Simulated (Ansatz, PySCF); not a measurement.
C2H4NO, SMILES `C[N+]C=O` (singlet; the order of the spin states depends on the level; C–N–C–O torsion 87°) (charge 1, multiplicity 1). This singlet lies 0.24 eV above the relaxed triplet at the level B3LYP-D3(BJ)/def2-TZVP (PySCF); other levels give the other order.

Level of theory: frozen-core fic-MRCISD+Q@CASSCF(2e,2o)/cc-pVTZ // B3LYP-D3(BJ)/def2-TZVP in Ansatz (a first-principles code).

Ansatz 0.2 input:
```yaml
crystal:
  periodic: [false, false, false]
  atoms:
    - { symbol: C, position_ang: [1.026933, 0.110838, 0.123647] }
    - { symbol: N, position_ang: [-0.118916, -0.33176, -0.549626] }
    - { symbol: C, position_ang: [-1.393748, -0.189711, -0.130361] }
    - { symbol: O, position_ang: [-1.516731, 0.918565, -0.629335] }
    - { symbol: H, position_ang: [1.510851, -0.883474, 0.312361] }
    - { symbol: H, position_ang: [1.718353, 0.597147, -0.570504] }
    - { symbol: H, position_ang: [0.865899, 0.634153, 1.064965] }
    - { symbol: H, position_ang: [-2.09264, -0.855758, 0.378851] }
basis:
  gaussian: { orbitals: cc-pVTZ }
correlation:
  method: fic_mrcisd_q
  active_space: { window: { electrons: 2, orbitals: 2 } }
total_charge: 1
```

Output:

```
Functional definition: HF
1019 factors; integrals over basis functions are off by at most 1.1e-3 eV
mean field evaluation 1: about -5627.9861 eV, gradient 4.8e1 eV
mean field evaluation 2: about -5627.9910 eV, gradient 4.8e1 eV
mean field evaluation 4: about -5632.9788 eV, gradient 8.9e0 eV
mean field evaluation 8: about -5633.2357 eV, gradient 4.7e-1 eV
mean field -5633.23970924 eV, -207.0177409677 hartree, gradient 5.9e-6 eV, S^2 0.000000; 0 other end points of the search recorded, 0 dependent functions left out; unrestricted orbitals would lower it
reference -5633.23970924 eV, -207.0177409677 hartree; 15, 15 occupied and 161, 161 virtual orbitals, 1019 factors
state -5634.55778969 eV, -207.0661795308 hartree
contracted CI cycle   1: correlation 0.00000000 eV, 0.0000000000 hartree, residual 5.03e1 eV
contracted CI cycle   2: correlation -16.56387038 eV, -0.6087110090 hartree, residual 7.81e0 eV
contracted CI cycle   3: correlation -17.07924210 eV, -0.6276505705 hartree, residual 1.66e0 eV
contracted CI cycle   4: correlation -17.10293605 eV, -0.6285213069 hartree, residual 4.22e-1 eV
contracted CI cycle   5: correlation -17.10486326 eV, -0.6285921306 hartree, residual 1.34e-1 eV
contracted CI cycle   6: correlation -17.10505376 eV, -0.6285991315 hartree, residual 4.89e-2 eV
contracted CI cycle   7: correlation -17.10508104 eV, -0.6286001339 hartree, residual 1.85e-2 eV
contracted CI cycle   8: correlation -17.10508502 eV, -0.6286002803 hartree, residual 7.16e-3 eV
contracted CI cycle   9: correlation -17.10508564 eV, -0.6286003031 hartree, residual 3.00e-3 eV
contracted CI cycle  10: correlation -17.10508574 eV, -0.6286003066 hartree, residual 1.01e-3 eV
state -5634.55778969 eV, -207.0661795308 hartree; corrected -5654.33605373 eV, -207.7930173278 hartree
Total energy: -5654.33605373 eV, -207.7930173278 hartree
```
